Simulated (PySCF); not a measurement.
Compound: C4H10BF2NSi.
SMILES with atom numbers: `[F:1][B:2]([F:3])[SiH2:4][N:5]1[CH2:6][CH2:7][CH2:8][CH2:9]1` (hydrogens: H10, H11 on Si4; H12, H13 on C6; H14, H15 on C7; H16, H17 on C8; H18, H19 on C9)

Level: PBE0/pcSseg-1 and CAM-B3LYP/def2-SVPD in PySCF, non-relativistic, on one gas-phase PBE0-D3(BJ)/def2-SVP geometry that isn't relaxed in the solvent. The solvent is an IEF-PCM continuum (van der Waals radii × 1.2). The model holds no explicit solvent molecules, cavitation or dispersion.

Gas phase at PBE0/pcSseg-1: HOMO -6.23 eV, LUMO -0.81 eV, dipole 2.12 D.

Problem. What does the continuum do to the energy, the frontier levels and the dipole at PBE0/pcSseg-1 in methanol and acetonitrile?

Solution. 
| solvent | ε | E(solvent) − E(gas) (kcal/mol) | polarisation term (kcal/mol) | distortion of the solute (kcal/mol) | HOMO (eV) | LUMO (eV) | dipole (D) |
| --- | --- | --- | --- | --- | --- | --- | --- |
| methanol | 32.61 | -2.07 | -2.20 | 0.13 | -6.08 | -0.75 | 2.48 |
| acetonitrile | 35.69 | -2.08 | -2.21 | 0.13 | -6.08 | -0.75 | 2.48 |

The polarisation term is half the interaction of the solute with the surface charges that it induces; the rest is the cost of distorting the solute's density. The sum is the electrostatic part of solvation alone. From methanol to acetonitrile the lowering changes by a factor 1.00, Onsager's factor (ε − 1)/(2ε + 1) by 1.00 and ε itself by 1.1.

Problem. Which radius a makes the point-dipole formula ΔE = −[(ε − 1)/(2ε + 1)]·μ²/a³ give the value in acetonitrile, with the gas-phase dipole?

Solution. μ = 0.836 au and |ΔE| = 0.00331 Eh give a = 2.47 Å; the farthest nucleus lies 4.44 Å from the centroid of the nuclei, so such a sphere wouldn't even hold the nuclei. The formula assumes a rigid point dipole at the centre of a sphere.

Problem. Which Mulliken charges (PBE0/pcSseg-1) respond most in acetonitrile (means over atoms taken as equivalent)?

Solution. 
| atoms | environment | gas (e) | solvent (e) | change |
| --- | --- | --- | --- | --- |
| B2 | three-coordinate boron | +0.499 | +0.516 | +0.017 |
| Si4 | SiH2 silicon | +0.523 | +0.537 | +0.014 |
| H10/H11 | Si–H hydrogen | -0.091 | -0.102 | -0.011 |
| F1/F3 | boron-bound fluorine | -0.281 | -0.291 | -0.010 |
| C6/C9 | sp3 carbon bound to nitrogen | +0.062 | +0.056 | -0.006 |
| H14/H15/H16/H17 | methylene hydrogen | +0.126 | +0.131 | +0.005 |
| N5 | silicon-bound nitrogen | -0.856 | -0.861 | -0.005 |
| H12/H13/H18/H19 | methylene hydrogen | +0.118 | +0.122 | +0.004 |
| C7/C8 | ring CH2 carbon | -0.262 | -0.265 | -0.003 |

Problem. Which Mayer bond orders change most in acetonitrile?

Solution. 
```
   bond  length (Å)    gas  solvent  change
  B2–F3       1.321  1.108    1.095  -0.013
 Si4–N5       1.728  0.984    0.996  +0.012
  F1–B2       1.322  1.096    1.089  -0.007
  C9–N5       1.458  0.913    0.907  -0.006
  N5–C6       1.460  0.903    0.898  -0.005
Si4–H10       1.504  0.904    0.900  -0.004
Si4–H11       1.504  0.904    0.900  -0.004
 C7–H15       1.100  0.955    0.953  -0.002
```

Problem. How do the nuclear quadrupole coupling constants eQVzz/h respond in acetonitrile?

Solution. 
```json
{"nucleus": "11B at B2", "Q (barn)": "0.04059", "gas (MHz)": "3.53", "solvent (MHz)": "3.57", "η gas": "0.55", "η solvent": "0.57"}
{"nucleus": "14N at N5", "Q (barn)": "0.02044", "gas (MHz)": "-5.88", "solvent (MHz)": "-5.81", "η gas": "0.33", "η solvent": "0.32"}
```

Gas phase at CAM-B3LYP/def2-SVPD: HOMO -7.63 eV, LUMO 0.18 eV, dipole 2.21 D.

Problem. What does the continuum do to the energy, the frontier levels and the dipole at CAM-B3LYP/def2-SVPD in acetonitrile?

Solution. 
| solvent | ε | E(solvent) − E(gas) (kcal/mol) | polarisation term (kcal/mol) | distortion of the solute (kcal/mol) | HOMO (eV) | LUMO (eV) | dipole (D) |
| --- | --- | --- | --- | --- | --- | --- | --- |
| acetonitrile | 35.69 | -2.13 | -2.29 | 0.16 | -7.44 | 0.26 | 2.62 |

Problem. How does the static polarisability (CAM-B3LYP/def2-SVPD, frozen core, with the continuum's full static response) change?

Solution. 
```csv
medium,isotropic (au),principal values (au),⟨r²⟩ of the electrons (bohr²)
gas,93.3,"78.4, 94.4, 107.0",1823.1
acetonitrile,124.1,"111.8, 127.5, 132.9",1823.4
```

The isotropic value in acetonitrile is 1.33 times the gas-phase one; no cavity-field correction is applied. ⟨r²⟩ is taken about the centre of nuclear charge.
